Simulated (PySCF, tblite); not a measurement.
Isomers of [C6H8P]- (charge -1), one GFN2-xTB conformer each. Single-point energies are computed at PBE0/pcSseg-1 (PySCF, gas phase, no added dispersion term), electronic only.

Question: Rank them by PBE0/pcSseg-1 energy, lowest first (kcal/mol).
A. `Cc1c[p-]c(C)c1`
B. `[CH3:1][CH2:2][c:3]1[cH:4][cH:5][p-:6][cH:7]1` (charge -1) with C1–C2–C3–C4 -86°

Answer: A (0.0), B (0.2).

Neighbours under 5.0 kcal/mol apart (Cc1c[p-]c(C)c1 and CCc1cc[p-]c1) can change places with a better method, another conformer or zero-point energy. GFN2-xTB itself gives, in the same order: 0.0, 1.2. Both levels put the same isomer lowest.

Q: What happens when harmonic zero-point energies from GFN2-xTB frequencies are added?

A: 
| SMILES | ZPE (kcal/mol) | electronic (kcal/mol) | with ZPE (kcal/mol) |
| --- | --- | --- | --- |
| Cc1c[p-]c(C)c1 | 73.9 | 0.0 | 0.0 |
| CCc1cc[p-]c1 | 74.6 | 0.2 | 0.9 |

The zero-point energies span 0.7 kcal/mol. The order is unchanged.
